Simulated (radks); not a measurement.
Question: The zirconium ion Zr36+, [He] 2s2. Method: non-relativistic Kohn-Sham, r2SCAN, spin-polarised, spherical densities, point nucleus; meta-GGA in the generalised Kohn-Sham scheme; computed with a radial shooting solver on a logarithmic mesh with Libxc functionals. Every spin shell is full or empty, so the densities are truly spherical. Functionals are evaluated on that one density, not self-consistently. Rank these exchange functionals by their error against the exact value of the orbitals, and give that value: LDA, B88, PBE, revPBE, RPBE, PW86, OPTX, AM05, G96, APBE, TPSS, r2SCAN, MS2, TASK.

Answer: Exact: -32.1716 hartree. From best to worst, with 100 (|E| - |E exact|)/|E exact| (equal figures are ties): OPTX -0.01, G96 -0.03, B88 -0.09, revPBE +0.25, MS2 +0.54, RPBE +0.56, r2SCAN -0.56, TPSS +0.58, APBE +0.64, PW86 +0.75, PBE -0.90, TASK -3.48, AM05 -9.81, LDA -12.40.
